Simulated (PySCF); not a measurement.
**The second ionisation energy along the second row**

All values are computed (PySCF 2.14, energy differences of UHF-based or UKS calculations, no spin-orbit coupling). Values in eV. The last column holds reference values (NIST; (s) semi-empirical, (t) theoretical, else measured). Unmarked ones compare directly (S terms, centres of terms, or small fine structure); those marked * lie between the lowest fine-structure levels and include a spin-orbit shift.

| element | configurations | UHF | MP2 (valence) | SCS-MP2 (valence) | CCSD (valence) | CCSD(T) (valence) | reference |
| --- | --- | --- | --- | --- | --- | --- | --- |
| Li (def2-TZVP, non-relativistic) | 1s2 → 1s1 | 74.499 | 75.314 | 75.477 | 75.430 | 75.430 | 75.640 (t) |
| Be (def2-TZVP, non-relativistic) | [He] 2s1 → 1s2 | 18.122 | n/a | n/a | n/a | n/a | 18.211 |
| B (def2-TZVP, non-relativistic) | [He] 2s2 → [He] 2s1 | 23.441 | 24.405 | 24.598 | 25.059 | 25.059 | 25.155 |
| N (def2-TZVP, non-relativistic) | [He] 2s2 2p2 → [He] 2s2 2p1 | 29.209 | 29.617 | 29.484 | 29.462 | 29.477 | 29.601 (s) * |
| F (def2-TZVP, non-relativistic) | [He] 2s2 2p4 → [He] 2s2 2p3 | 33.409 | 34.598 | 34.692 | 34.638 | 34.659 | 34.950 |
| Ne (def2-TZVP, non-relativistic) | [He] 2s2 2p5 → [He] 2s2 2p4 | 39.285 | 40.726 | 40.713 | 40.661 | 40.684 | 40.963 * |

Question: Fill in the row of C (def2-TZVP, non-relativistic) ([He] 2s2 2p1 → [He] 2s2).

Answer: UHF 24.170; MP2 (valence) 24.372; SCS-MP2 (valence) 24.335; CCSD (valence) 24.203; CCSD(T) (valence) 24.234; reference 24.378 (eV).

"Valence" correlates the outer s and p shells and, in groups 3 to 12 and the f block, the outer d or f shell, open or full, or the next shell where the ion has no valence electron left; the wider scheme adds the next inner shell.
